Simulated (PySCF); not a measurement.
Working out the excitation energy of S

S [Ne] 3s2 3p4 (3P) → S [Ne] 3s1 3p5 (3P). Computed with PySCF 2.14 in aug-cc-pwCVDZ (6s5p3d, 36 functions), with no relativity, point nucleus. Frozen: [Ne]. Energies in hartree (1 hartree = 27.21139 eV):

```tsv
part	S (lower)	S (upper)
UHF	-397.499208	-397.077676
CCSD correlation	-0.114593	-0.195670
(T)	-0.002294	-0.012003
```

Q: What does Hartree-Fock give?

A: (-397.077676) − (-397.499208) = 0.421532 hartree = 11.470 eV.

Q: What do CCSD and CCSD(T) give?

A: The CCSD correlation energies differ by -0.081077 hartree = -2.206 eV and the triples by -0.009709 hartree = -0.264 eV, so CCSD gives 9.264 eV and CCSD(T) 9.000 eV.

Measured between the centres of the two terms (NIST): 8.928 eV, so CCSD(T) (valence) is off by 0.072 eV.

A double-zeta basis recovers only part of the correlation energy.

The coupled-cluster amplitudes are large, so a single reference is strained.

What remains against the reference includes basis incompleteness, the frozen core and higher excitations.
